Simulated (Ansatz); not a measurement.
Isolated molecules relaxed with PBE0-D4/def2-TZVP in Ansatz; ΔE leaves out vibrations. CBS: MP2 limit from def2 TZ/QZ plus the TZ coupled-cluster correction, frozen cores. Functionals use def2-TZVPP. Each species was taken in one conformer, which may not be the lowest.

Reaction (isomerisation): `OCCN[SiH3]` → `CO[SiH](C)N`

Question: Is it downhill or uphill in electronic energy at CCSD(T)/CBS, and by how much? (Best estimate.)

Answer: The calculation gave: Downhill: ΔE = -217.0 kJ/mol.

Question: What do these levels give: PBE-D4, r2SCAN-D4, PBE0-D4, ωB97X-V, PBE, PBE0, HF/def2-TZVPP, MP2/def2-TZVPP, CCSD(T)/def2-TZVPP, HF/def2-QZVPP, MP2/def2-QZVPP, CCSD/CBS(def2)? (An estimate is asked.)

Answer: Computed: PBE-D4 -204.6, r2SCAN-D4 -220.0, PBE0-D4 -208.7, ωB97X-V -210.3, PBE -203.2, PBE0 -207.4, HF/def2-TZVPP -216.4, MP2/def2-TZVPP -219.7, CCSD(T)/def2-TZVPP -212.3, HF/def2-QZVPP -217.8, MP2/def2-QZVPP -222.8, CCSD/CBS(def2) -217.9 kJ/mol.

Largest T1 diagnostic among the species: 0.010.

From PBE to PBE0 (25 % exact exchange), in def2-TZVPP and without D4, ΔE moves by −4.2 kJ/mol.
